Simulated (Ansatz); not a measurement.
CH$_{5}$FSSi, SMILES `FC[SiH2]S`, relaxed with RKS PBE0-D4/def2-TZVP in the Gaussian-basis code of Ansatz from a PBE-D4/def2-SVP geometry. The force threshold is 0.005 eV/Å; the program also tests the step.

Charge 0, multiplicity 1.

Start:

```xyz
9

F     0.283   -1.743    0.450
C     0.306   -0.872   -0.648
Si    0.170    0.916    0.021
S    -1.584    0.967    1.275
H    -0.550   -1.111   -1.319
H     1.248   -1.034   -1.219
H    -0.027    1.901   -1.096
H     1.435    1.247    0.767
H    -1.281   -0.270    1.768
```

```csv
step,energy (eV),largest force (eV/Å),largest move (Å)
1,-22540.1596,0.522,0.000
2,-22540.1974,0.220,0.081
3,-22540.2033,0.080,0.062
4,-22540.2059,0.065,0.080
5,-22540.2080,0.068,0.092
6,-22540.2086,0.049,0.027
7,-22540.2088,0.013,0.008
8,-22540.2089,0.003,0.005
```

End:

```xyz
9

F     0.404   -1.815    0.332
C     0.330   -0.882   -0.700
Si    0.144    0.852    0.036
S    -1.642    0.989    1.193
H    -0.525   -1.139   -1.333
H     1.242   -0.966   -1.302
H    -0.003    1.837   -1.065
H     1.350    1.159    0.845
H    -1.298   -0.036    1.993
```

Hardware: 2 threads of an Arm Neoverse V2 on a shared host. Wall time 29 s, peak host memory 0.36 GiB.
